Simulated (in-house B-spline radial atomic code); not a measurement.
Al is squeezed into an impenetrable sphere of radius R (the orbitals vanish at R). Computed with a B-spline radial code for spherical atoms: Dirac-Hartree-Fock, average of configuration, Fermi nucleus of rms radius 3.061 fm.

Energies in eV above the free atom in [Ne] 3s2 3p1:

```csv
R (bohr),highest level (eV),[Ne] 3s2 3p1,[Ne] 3s2 3d1,[Ne] 3s1 3p1 3d1
8.44,-5.61,0.09286,5.679,10.06
6.55,-5.12,0.6486,7.678,12.07
5.26,-3.67,2.611,11.29,16.01
4.28,-0.446,7.951,18.44,23.9
3.64,4.29,17.14,29.01,35.44
3.23,9.75,28.82,41.44,48.78
2.4,35.8,92.77,103.8,113.7
2.31,41.1,106.8,116.9,127.1
1.9,79.3,215.6,216.6,226.8
1.49,167,498.5,471.7,474.8
```

Question: Does [Ne] 3s2 3d1 fall below [Ne] 3s2 3p1 under compression?

Answer: Yes, between R = 1.9 and 1.49 bohr the order changes (near 1.88 bohr by linear interpolation).

Question: Does [Ne] 3s1 3p1 3d1 fall below [Ne] 3s2 3p1 under compression?

Answer: Yes, between R = 1.9 and 1.49 bohr the order changes (near 1.77 bohr by linear interpolation).

The highest level is first positive in the row R = 3.64 bohr, pushed up by confinement above the zero of the free ion's potential. Each configuration is held fixed and needn't be the lowest in the sphere.
